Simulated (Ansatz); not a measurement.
Stepwise reaction of `[CH3][In]([Cl])[Cl]` with ammonia, as a gas-phase model of exchange steps in deposition or etching. ΔE in kJ/mol.

Isolated molecules relaxed with PBE0-D4/def2-TZVP in Ansatz; ΔE leaves out vibrations. CCSD(T)/CBS is the MP2 limit (def2-TZVPP, def2-QZVPP) plus CCSD(T) − MP2 in def2-TZVPP, frozen cores. This one scheme is used for every species. DFT in def2-TZVPP. B3LYP here is the variant with VWN-RPA as its local correlation; programs differ in this. Elements past krypton have def2 core potentials. For In outer-core shells are correlated without core-valence functions, which leaves a few kJ/mol of doubt a bond. Each species was taken in one conformer, which may not be the lowest.

```csv
step,reaction,PBE-D4,B3LYP-D4,ωB97M-V,CCSD(T)/CBS
1,`[CH3][In]([Cl])[Cl]` + NH₃ → `[CH3][In]([NH2])[Cl]` + HCl,107.4,111.2,109.7,105.0
2,`[CH3][In]([NH2])[Cl]` + NH₃ → `[CH3][In]([NH2])[NH2]` + HCl,125.7,129.4,127.8,122.9
```

(1) By hand: ΔE of the 2 steps together at CCSD(T)/CBS.

## Answers

(1) (105.0) + (122.9) = 227.9 kJ/mol, or 114.0 kJ/mol a step.

In ΔE each step is higher than the one before. All are uphill at CCSD(T)/CBS. PBE-D4 differs from CCSD(T)/CBS by 2.4 to 2.8 kJ/mol a step. Isolated molecules leave out the surface, adducts and barriers. Largest T1 diagnostic: 0.013.
